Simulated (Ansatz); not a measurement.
Program: Ansatz. Geometries: PBE0-D4/def2-TZVP. ΔE: electronic, gas phase. CBS: MP2 limit from def2 TZ/QZ plus the TZ coupled-cluster correction, frozen cores. This one scheme is used for every species. Functionals use def2-TZVPP. B3LYP here is the variant with VWN-RPA as its local correlation; programs differ in this. For Sc outer-core shells are correlated without core-valence functions, which leaves a few kJ/mol of doubt a bond. Scalar relativity is left out up to krypton. One conformer a species, not always the lowest.

`[NH2][Sc]([OH])[O][SiH3]` + H₂O → `[NH2][Sc]([OH])[OH]` + silanol  (formal hydrolysis of the Sc–O bond)

```csv
level,ΔE (kcal/mol),difference from CCSD(T)/CBS
LDA (SPW92),5.0,-2.8
PBE-D4,6.0,-1.8
BLYP-D4,6.2,-1.6
PBE0-D4,6.7,-1.1
BLYP,5.1,-2.7
B3LYP,5.7,-2.1
r2SCAN0,6.6,-1.2
BHLYP,6.3,-1.5
SCS-MP2/def2-TZVPP,7.1,-0.7
CCSD/CBS(def2),7.7,-0.1
CCSD(T)/CBS,7.8,0
```

Largest T1 diagnostic among the species: 0.016.

At CCSD(T), def2-SVP lies +1.6 kcal/mol from the extrapolated value and def2-TZVPP −0.5 kcal/mol. From BLYP to BHLYP (50 % exact exchange), in def2-TZVPP and without D4, ΔE moves by +1.2 kcal/mol.
